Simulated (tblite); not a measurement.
C₅H₁₀FO (doublet state).
Cartesian coordinates in Å at the GFN2-xTB level; atoms count from 1:
```
atom  x, y, z in Å
C1     1.7393    0.7964    0.0251
C2     1.2898   -0.6002    0.4308
C3    -0.0069   -1.0197   -0.2578
C4    -1.2423   -0.2644    0.2655
O5    -2.4337   -0.9116   -0.1776
C6    -1.2339    1.1629   -0.1380
F7    -1.6624    2.0790    0.7501
H8     1.9930    0.8269   -1.0320
H9     0.9291    1.5068    0.2010
H10    2.6077    1.1047    0.6010
H11    2.0713   -1.3190    0.1745
H12    1.1483   -0.6388    1.5124
H13   -0.1854   -2.0831   -0.0848
H14    0.0799   -0.8593   -1.3359
H15   -1.2847   -0.3257    1.3573
H16   -2.4453   -0.9242   -1.1415
H17   -1.3708    1.4813   -1.1602
```

Computed values, GFN2-xTB/tblite, gas phase, harmonic and unscaled. The method is semi-empirical: single wavenumbers can be off by several per cent or more. One conformer, not necessarily the lowest. Open shells enter through the occupations alone, without spin polarisation, and single modes of such species can be off by tens of per cent.

Harmonic wavenumbers (cm⁻¹): 52.5, 90.8, 149.6, 175.0, 245.2, 268.8, 309.2, 315.6, 378.2, 474.6, 486.9, 577.3, 806.5, 863.9, 937.1, 962.2, 989.6, 1036.2, 1079.7, 1113.9, 1124.7, 1151.3, 1181.4, 1202.5, 1248.2, 1256.4, 1304.2, 1332.1, 1347.8, 1350.9, 1400.3, 1475.1, 1477.1, 1488.0, 1497.3, 2957.0, 2961.9, 2967.0, 2976.7, 2986.0, 2991.2, 3036.5, 3045.2, 3078.5, 3538.6.

A = 3055, B = 1984, C = 1317 MHz; mass 105.072 u (most abundant isotopes); point group C1, symmetry number 1; spin multiplicity 2.

Question: Zero-point energy?

Answer: Half the sum of the wavenumbers: 30844 cm⁻¹ = 368.98 kJ/mol.

Question: Give the ideal-gas entropy at 400 K and 1 bar in the rigid-rotor, harmonic-oscillator model (classical rotation).

Answer: Translation 173.01, rotation 121.19, vibration 135.48, spin (R ln 2) 5.76: S = 435.5 J/(mol K).

Question: And Cp and H(400 K) − H(0)?

Answer: Cp = 174.38 J/(mol K), of which vibrations give 141.12 (their classical limit is 45 R = 374.2); H(400 K) − H(0) = 41.89 kJ/mol without the zero-point energy, 28.58 from vibrations.

Question: Which modes carry the vibrational entropy at 400 K?

Answer: 52.5 cm⁻¹: 22.19; 90.8 cm⁻¹: 17.66; 149.6 cm⁻¹: 13.57; 175.0 cm⁻¹: 12.30; 245.2 cm⁻¹: 9.62; 268.8 cm⁻¹: 8.91 J/(mol K); the other 39 give 51.24 together.

Question: What must be added to the electronic energy to get the Gibbs energy at 400 K and 1 bar?

Answer: ZPE + [H(400 K) − H(0)] − T·S = 368.98 + 41.89 − 174.18 = 236.69 kJ/mol.

Question: Blend soft modes into free rotors: weight 1/[1 + (100 cm⁻¹/ν̃)⁴] for the oscillator and the rest for a rotor with moment μB/(μ + B), μ = h/(8π²ν), B = 10⁻⁴⁴ kg m². What vibrational entropy results?

Answer: 126.70 J/(mol K) in place of 135.48, which changes −T·S at 400 K by +3.51 kJ/mol.

Hindered rotation and anharmonicity are outside this model. Other conformers, if any are populated, would add a mixing term that is left out. The structure is chiral; the term R ln 2 for an equal mix with its mirror image is left out.

Hardware: one thread of an Arm Neoverse V2 (shared host). Cost: 0.36 s. The figure is for the frequency step alone.
